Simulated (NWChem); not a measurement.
Program: NWChem. System: H₂Cl₂Si, charge 0, spin multiplicity 1, at a geometry optimised with PBE0/def2-SVP. The structure started from a generated list of species. Level: RHF/def2-TZVP.

Input file:

```
start mol
memory heap 200 mb stack 900 mb global 1100 mb
geometry units angstroms nocenter noautoz
  Si     0.000000     0.000000     0.768929
  Cl    -1.683952     0.000000    -0.410358
  Cl     1.683952     0.000000    -0.410358
  H      0.000000    -1.233026     1.593580
  H      0.000000     1.233026     1.593580
  symmetry group C2v
end
basis spherical
  * library def2-tzvp
end
scf
  rhf
  nopen 0
  maxiter 100
  thresh 1e-7
  semidirect memsize 60000000 filesize 0
end
task scf energy
```

NWChem printed:

```
             Northwest Computational Chemistry Package (NWChem) 7.3.0
             --------------------------------------------------------

                                NWChem Input Module
                                -------------------

 Scaling coordinates for geometry "geometry" by  1.889725989
 (inverse scale =  0.529177249)

 Turning off AUTOSYM since
 SYMMETRY directive was detected!

                             Geometry "geometry" -> ""
                             -------------------------

 Output coordinates in angstroms (scale by  1.889725989 to convert to a.u.)

  No.       Tag          Charge          X              Y              Z
 ---- ---------------- ---------- -------------- -------------- --------------
    1 Si                  14.0000     0.00000000     0.00000000     0.76892900
    2 Cl                  17.0000    -1.68395200     0.00000000    -0.41035800
    3 Cl                  17.0000     1.68395200     0.00000000    -0.41035800
    4 H                    1.0000     0.00000000    -1.23302600     1.59358000
    5 H                    1.0000     0.00000000     1.23302600     1.59358000

 Effective nuclear repulsion energy (a.u.)     190.5728397463

            Nuclear Dipole moment (a.u.)
            ----------------------------
        X                 Y               Z
 ---------------- ---------------- ----------------
     0.0000000000     0.0000000000    -0.0000113384

      Symmetry information
      --------------------

 Group name             C2v
 Group number             16
 Group order               4
 No. of unique centers     3

      Symmetry unique atoms

     1    2    4


 Summary of "ao basis" -> "" (spherical)
 ------------------------------------------------------------------------------
       Tag                 Description            Shells   Functions and Types
 ---------------- ------------------------------  ------  ---------------------
 *                         def2-tzvp                  on all atoms

 Summary of "ao basis" -> "ao basis" (spherical)
 ------------------------------------------------------------------------------
[...]
  ----- ------------  ---------------      ----- ------------  ---------------
    53      0.313619  2 Cl py                90      0.313619  3 Cl py
    56      0.211148  2 Cl py                93      0.211148  3 Cl py
    16     -0.167965  1 Si py               113      0.154871  4 H  s
   119     -0.154871  5 H  s

 Vector   26  Occ=0.000000D+00  E= 1.215181D-01  Symmetry=b1
              MO Center= -2.6D-15, -2.2D-17,  1.0D+00, r^2= 5.4D+00
   Bfn.  Coefficient  Atom+Function         Bfn.  Coefficient  Atom+Function
  ----- ------------  ---------------      ----- ------------  ---------------
    18      1.350399  1 Si px                42      0.670324  2 Cl s
    79     -0.670324  3 Cl s                 57      0.344392  2 Cl pz
    94     -0.344392  3 Cl pz                15      0.225251  1 Si px

 Vector   27  Occ=0.000000D+00  E= 1.240757D-01  Symmetry=a1
              MO Center= -4.6D-14, -2.7D-14,  6.7D-01, r^2= 5.4D+00
   Bfn.  Coefficient  Atom+Function         Bfn.  Coefficient  Atom+Function
  ----- ------------  ---------------      ----- ------------  ---------------
    20      1.437425  1 Si pz                42      0.553703  2 Cl s
    79      0.553703  3 Cl s                 55      0.440935  2 Cl px
    92     -0.440935  3 Cl px               114     -0.441347  4 H  s
   120     -0.441347  5 H  s                  4     -0.253891  1 Si s
    17      0.164275  1 Si pz

 Vector   28  Occ=0.000000D+00  E= 1.582486D-01  Symmetry=a1
              MO Center=  8.9D-17, -4.6D-16,  1.2D+00, r^2= 5.6D+00
   Bfn.  Coefficient  Atom+Function         Bfn.  Coefficient  Atom+Function
  ----- ------------  ---------------      ----- ------------  ---------------
     5      2.144991  1 Si s                114     -1.591358  4 H  s
   120     -1.591358  5 H  s                 20      0.810306  1 Si pz
     4      0.573880  1 Si s                  3     -0.291725  1 Si s
    57     -0.254392  2 Cl pz                94     -0.254392  3 Cl pz
    55     -0.181943  2 Cl px                92      0.181943  3 Cl px

 center of mass
 --------------
 x =   0.00000000 y =   0.00000000 z =  -0.07517133

 moments of inertia (a.u.)
 ------------------
         129.785292798556           0.000000000000           0.000000000000
           0.000000000000         827.062169005371           0.000000000000
           0.000000000000           0.000000000000         719.163927657772

  Mulliken analysis of the total density
  --------------------------------------

    Atom       Charge   Shell Charges
 -----------   ------   -------------------------------------------------------
    1 Si  14    13.36   2.00  0.58  1.39  0.83  0.25  4.12  1.73  0.51  1.22  0.17  0.19  0.30  0.06
    2 Cl  17    17.30   2.01  0.45  1.52  1.08  0.86  4.18  1.69  1.07  2.90  1.49  0.01  0.03  0.00
    3 Cl  17    17.30   2.01  0.45  1.52  1.08  0.86  4.18  1.69  1.07  2.90  1.49  0.01  0.03  0.00
    4 H    1     1.02   0.24  0.56  0.22  0.01
    5 H    1     1.02   0.24  0.56  0.22  0.01

       Multipole analysis of the density wrt the origin
       ------------------------------------------------

     L   x y z        total         open         nuclear
     -   - - -        -----         ----         -------
     0   0 0 0     -0.000000      0.000000     50.000000

     1   1 0 0     -0.000000      0.000000      0.000000
     1   0 1 0     -0.000000      0.000000      0.000000
     1   0 0 1      0.552964      0.000000     -0.000011

     2   2 0 0    -31.221942      0.000000    344.299193
     2   1 1 0      0.000000      0.000000      0.000000
     2   1 0 1     -0.000000      0.000000      0.000000
     2   0 2 0    -29.375786      0.000000     10.858558
     2   0 1 1     -0.000000      0.000000      0.000000
     2   0 0 2    -28.453390      0.000000     68.142710

 Task  times  cpu:        4.8s     wall:        4.8s

 Total times  cpu:        4.9s     wall:        4.9s
```
